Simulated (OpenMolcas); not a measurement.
# A ladder of methods for Si5H10 (SMILES [SiH2]1[SiH2][SiH2][SiH2][SiH2]1)

Si5H10: 15 atoms, total charge 0, spin state singlet. SMILES: `[SiH2]1[SiH2][SiH2][SiH2][SiH2]1`. Geometry: relaxed at PBE0-D4/def2-TZVP. This is one conformer, not always the lowest.

Quantity: the HOMO–LUMO gap, in eV. The values are calculated.

```
                              level           kind     program  value (eV)  CPU time
 SVWN5/6-31G* (spherical functions)            LDA  OpenMolcas        5.15      85 s
 M06-L/6-31G* (spherical functions)       meta-GGA  OpenMolcas        5.61   1.9 min
  TPSS/6-31G* (spherical functions)       meta-GGA  OpenMolcas        5.41   1.9 min
 B3LYP/6-31G* (spherical functions)  global hybrid  OpenMolcas        6.65      99 s
 BHLYP/6-31G* (spherical functions)  global hybrid  OpenMolcas           ?      92 s
  PBE0/6-31G* (spherical functions)  global hybrid  OpenMolcas           ?      96 s
 B3LYP/6-31G* (Cartesian functions)  global hybrid  OpenMolcas        6.65   1.8 min
B2PLYP/6-31G* (spherical functions)  double hybrid  OpenMolcas        9.01      46 s
```

Question: Estimate the missing values from the other rows.

Answer: As computed at these levels: BHLYP/6-31G* (spherical functions): 8.80 eV; PBE0/6-31G* (spherical functions): 6.98 eV. The values span 5.15 to 9.01 eV. Orbital gaps aren't excitation energies, and those of double hybrids come from the SCF part alone; they tend to grow with the share of exact exchange. Times are those of the runs behind each value, whatever else they computed, on shared processors of several kinds: orders of magnitude only.
